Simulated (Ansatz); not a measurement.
CH5NOSi can be A, `OC1N[SiH2]1`, or B, `O[SiH]1CN1`.

Computed with Ansatz on PBE0-D4/def2-TZVP structures; ΔE is electronic, products minus reactants. CCSD(T)/CBS is the MP2 limit (def2-TZVPP, def2-QZVPP) plus CCSD(T) − MP2 in def2-TZVPP, frozen cores. DFT in def2-TZVPP. B3LYP here is the variant with VWN-RPA as its local correlation; programs differ in this. Each species was taken in one conformer, which may not be the lowest.

**Question.** Which isomer does CCSD(T)/CBS put lower? Give the gap. (Estimate.)

**Answer.** Computed: B, by 184.6 kJ/mol.

**Question.** Give E(B) − E(A) in kJ/mol with MP2/def2-TZVPP, LDA (SPW92), B3LYP, PBE0-D4, CCSD(T)/def2-TZVPP, r2SCAN-D4, CCSD/def2-TZVPP. (Best estimate.)

**Answer.** Ansatz gave: MP2/def2-TZVPP -189.8, LDA (SPW92) -162.9, B3LYP -177.4, PBE0-D4 -173.0, CCSD(T)/def2-TZVPP -181.4, r2SCAN-D4 -179.5, CCSD/def2-TZVPP -183.8. None reverses the order clearly.

**Question.** Does the order hold for the free energy at 298.15 K (harmonic terms from PBE0-D4)? (Best estimate.)

**Answer.** Computed: Yes: G(B) − G(A) = -178.9 kJ/mol, for one conformer each.

Largest T1 diagnostic: 0.013.

Leaving LDA and LC-ωPBE aside and taking each functional with its dispersion term where it has one, the values, not all of them listed here, spread over 22.0 kJ/mol, from BHLYP-D4 to revPBE-D4. From BLYP to BHLYP (50 % exact exchange), in def2-TZVPP and without D4, E(B) − E(A) moves by −14.4 kJ/mol.
